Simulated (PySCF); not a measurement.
Si(CF3)2(Cl)(Me), C3H3ClF6Si, SMILES C[Si](Cl)(C(F)(F)F)C(F)(F)F, singlet (PBE0/def2-SVP optimised geometry):

```
14

C     -1.001     1.211     0.000
Si    -0.362    -0.524     0.000
Cl    -0.987    -1.604     1.630
C      1.570    -0.524     0.000
F      2.101    -1.747     0.004
F      2.039     0.129     1.074
F      2.031     0.116    -1.088
C     -0.945    -1.463    -1.585
F     -2.283    -1.520    -1.635
F     -0.532    -0.812    -2.684
F     -0.481    -2.711    -1.656
H     -0.639     1.744    -0.893
H     -0.652     1.747     0.895
H     -2.101     1.216    -0.008
```

Calculation: PBE0/def2-TZVP in PySCF.

What are the frontier orbital energies and the dipole moment?

HOMO-2 -10.51 eV, HOMO-1 -9.53 eV, HOMO -9.37 eV, LUMO -0.18 eV, LUMO+1 0.37 eV; dipole moment 2.65 D.

On the same geometry PBE/def2-TZVP run with PySCF 2.14.0 gives HOMO-2 -8.89 eV, HOMO-1 -8.04 eV, HOMO -7.80 eV, LUMO -1.12 eV, LUMO+1 -0.51 eV; dipole moment 2.46 D.

Meta-Löwdin charges at PBE0/def2-TZVP: C1 -0.62, Si2 0.89, Cl3 -0.26, C4 0.57, F5 -0.26, F6 -0.27, F7 -0.27, C8 0.57, F9 -0.27, F10 -0.27, F11 -0.26, H12 0.15, H13 0.15, H14 0.15.
